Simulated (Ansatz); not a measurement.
Input (CCSDT(Q)/def2-SVP; Ansatz, a program for electronic structure):

Ansatz 0.2 input:
```yaml
crystal:
  periodic: [false, false, false]
  atoms:
    - {symbol: Y, position_ang: [0.43469289, 0.00667839, 0.43586214]}
    - {symbol: Cl, position_ang: [0.85967350, 0.32179349, -1.85965554]}
    - {symbol: Cl, position_ang: [-1.85691013, -0.33711451, 0.85973652]}
basis:
  gaussian:
    orbitals: def2-SVP
total_charge: 1
magnetization: {spin_polarized: false}
correlation: {method: ccsdt_q, electrons: outside_noble_gas}
```

Output:

```
Functional definition: HF
integrals: 0.06 GiB planned
1137 factors; integrals over basis functions are off by at most 7.0e-8 eV
mean field: 0.26 GiB planned
mean field evaluation 1: about -26024.2230 eV, gradient 3.5e1 eV
mean field evaluation 2: about -26024.3457 eV, gradient 3.5e1 eV
mean field evaluation 4: about -26028.4982 eV, gradient 1.6e0 eV
mean field evaluation 8: about -26028.5427 eV, gradient 1.3e-1 eV
mean field evaluation 16: about -26027.2786 eV, gradient 2.0e1 eV
mean field -26028.54291350 eV, -956.5313092910 hartree, gradient 3.7e-6 eV, S^2 0.000000; 0 other end points of the search recorded, 0 dependent functions left out
14 core orbitals not correlated
reference -26028.54291350 eV, -956.5313092910 hartree; 8, 8 occupied and 45, 45 virtual orbitals, 1137 factors
second order -8.33089382 eV of doubles, -0.00000000 eV of singles
coupled cluster: 0.74 GiB planned
cycle   1  -8.70051663 eV  change   -3.7e-1 eV  update   1.0e-1
cycle   2  -8.99471181 eV  change   -2.9e-1 eV  update   6.2e-2
cycle   3  -9.21584731 eV  change   -2.2e-1 eV  update   2.7e-2
cycle   4  -9.20037705 eV  change    1.5e-2 eV  update   9.1e-3
cycle   5  -9.18786829 eV  change    1.3e-2 eV  update   5.3e-3
cycle   6  -9.18922130 eV  change   -1.4e-3 eV  update   1.7e-3
cycle   7  -9.18927980 eV  change   -5.8e-5 eV  update   6.9e-4
cycle   8  -9.18920180 eV  change    7.8e-5 eV  update   3.1e-4
cycle   9  -9.18938435 eV  change   -1.8e-4 eV  update   1.0e-4
cycle  10  -9.18945841 eV  change   -7.4e-5 eV  update   4.9e-5
cycle  11  -9.18936402 eV  change    9.4e-5 eV  update   1.8e-5
cycle  12  -9.18936866 eV  change   -4.6e-6 eV  update   8.2e-6
cycle  13  -9.18936694 eV  change    1.7e-6 eV  update   4.0e-6
cycle  14  -9.18936290 eV  change    4.0e-6 eV  update   1.7e-6
cycle  15  -9.18936340 eV  change   -5.0e-7 eV  update   5.7e-7
perturbative correction -0.02012708 eV, -0.0007396566 hartree
Total energy: -26037.75240398 eV, -956.8697518239 hartree
```
